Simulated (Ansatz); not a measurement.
One change: `[NH2][Al]([Cl])[Br]` becomes `[Cl][Al]([Br])[Br]`.

Ansatz, PBE0-D4/def2-TZVP geometries, multiplicity 1. Each molecule was computed in one conformer, which needn't be the lowest.

Scalar relativity is left out up to krypton.

```tsv
property	`[NH2][Al]([Cl])[Br]`
HOMO–LUMO gap (ωB97M-V/def2-TZVPP) / eV	11.34
HOMO energy (ωB97M-V/def2-TZVPP) / eV	-10.38
LUMO energy (ωB97M-V/def2-TZVPP) / eV	0.96
HOMO energy (PBE/def2-TZVPP) / eV	-6.59
HOMO energy (B3LYP/def2-TZVPP) / eV	-7.75
HOMO–LUMO gap (PBE0/def2-TZVPP) / eV	7.31
```

Q: Give the same properties after the change, and the shifts. (An estimate is asked.)

A: Ansatz gave: 
```
                               property  `[Cl][Al]([Br])[Br]`  shift
HOMO–LUMO gap (ωB97M-V/def2-TZVPP) / eV                 11.26  -0.08
  HOMO energy (ωB97M-V/def2-TZVPP) / eV                -10.97  -0.59
  LUMO energy (ωB97M-V/def2-TZVPP) / eV                  0.29  -0.67
      HOMO energy (PBE/def2-TZVPP) / eV                 -7.48  -0.89
    HOMO energy (B3LYP/def2-TZVPP) / eV                 -8.49  -0.74
   HOMO–LUMO gap (PBE0/def2-TZVPP) / eV                  7.32   0.01
```

The zero-point energy changes by -64.9 kJ/mol with -6 modes.

B3LYP here is the variant with VWN-RPA as its local correlation; programs differ in this.

Spin–orbit coupling is left out; it splits and shifts lone-pair levels of the heavy atoms by tenths of an eV.
